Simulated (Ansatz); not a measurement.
AlCl, triplet, geometry from GFN2-xTB (such geometries of metal compounds can be far from the true shape) (the spin is typed, not shown lowest), atoms displaced at random by about 0.08 Å a coordinate; B3LYP/STO-3G, gradient (Ansatz, a quantum-chemistry and plane-wave program).

Input for Ansatz:
Ansatz 0.2 input:
```yaml
crystal:
  periodic: [false, false, false]
  atoms:
    - {symbol: Al, position_ang: [-0.08668147, -0.16125157, -1.30582868]}
    - {symbol: Cl, position_ang: [0.09602827, -0.07945879, 0.89118592]}
basis:
  gaussian:
    orbitals: STO-3G
hamiltonian:
  xc: b3lyp
magnetization: {spin_polarized: true, initial_magnetization: 2}
output: {forces: true}
```

### Question
Write the output that Ansatz gives for this input, abridged.

### Answer

```
Functional definition: B3LYP
186 factors; integrals over basis functions are off by at most 9.1e-6 eV
mean field evaluation 1: about -18898.9796 eV, gradient 8.4e0 eV
mean field evaluation 2: about -18898.9980 eV, gradient 9.1e0 eV
mean field evaluation 4: about -18899.9243 eV, gradient 4.9e-2 eV
mean field evaluation 8: about -18899.9258 eV, gradient 9.8e-5 eV
mean field -18899.92584789 eV, -694.5594640801 hartree, gradient 8.2e-6 eV, S^2 2.000649; 0 other end points of the search recorded, 0 dependent functions left out
the calculation of the forces begins
reference -18899.92598313 eV, -694.5594690501 hartree; 16, 14 occupied and 2, 4 virtual orbitals, 186 factors
Total energy: -18899.92598313 eV, -694.5594690501 hartree
Atom 0 at    -0.086681    -0.161252    -1.305829 Å, force     0.072261     0.032349     0.868913 eV/Å
Atom 1 at     0.096028    -0.079459     0.891186 Å, force    -0.072261    -0.032349    -0.868913 eV/Å
Dipole moment:    -0.078284    -0.035045    -0.941331 e Å
```
